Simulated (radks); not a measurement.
Nb, configuration [Kr] 4d4 5s1.

Method: scalar-relativistic Kohn-Sham, PBE, spin-unpolarised, spherical densities, finite nucleus; Fermi nuclear charge, rms radius 4.324 fm; computed with a radial shooting solver on a logarithmic mesh with Libxc functionals.

Energy parts (hartree):
total: -3819.56357
kinetic: 3932.62941
electron-nucleus: -9202.00216
Hartree: 1568.47390
exchange-correlation: -118.66473

Orbitals (lengths in bohr, moments of r in powers of bohr; r(max) is where P^2 peaks; r(90%) holds 90 % of the orbital's charge):
| orbital | occ. | eigenvalue (hartree) | r(max) | r(90%) | <r> |
|---|---|---|---|---|---|
| 1s | 2 | -691.1823 | 0.02349 | 0.0646 | 0.03609 |
| 2s | 2 | -96.67958 | 0.1332 | 0.244 | 0.1580 |
| 2p | 6 | -86.32707 | 0.1064 | 0.224 | 0.1377 |
| 3s | 2 | -16.13085 | 0.3956 | 0.655 | 0.4432 |
| 3p | 6 | -12.74623 | 0.3894 | 0.674 | 0.4458 |
| 3d | 10 | -7.21359 | 0.3346 | 0.694 | 0.4330 |
| 4s | 2 | -2.14588 | 1.032 | 1.69 | 1.159 |
| 4p | 6 | -1.26863 | 1.124 | 1.94 | 1.303 |
| 4d | 4 | -0.11173 | 1.496 | 3.74 | 2.215 |
| 5s | 1 | -0.14634 | 3.082 | 5.61 | 3.729 |
| 5p | 0 | -0.04082 | 4.242 | 8.53 | 5.473 |

The highest occupied level is 4d at -3.040 eV. The electron density at the nucleus is 8.407e+04 e/bohr^3 (large components only). For comparison, the ionisation energy in NIST's Atomic Spectra Database is 6.759 eV (measured). In exact Kohn-Sham theory the highest level is minus the ionisation energy, but local and semilocal functionals leave it too shallow, through self-interaction and a potential that decays too fast; potentials with the right tail come closer.

Beside tabulated values, note that spin-unpolarised runs miss the spin-polarisation part of the exchange energy of open shells.
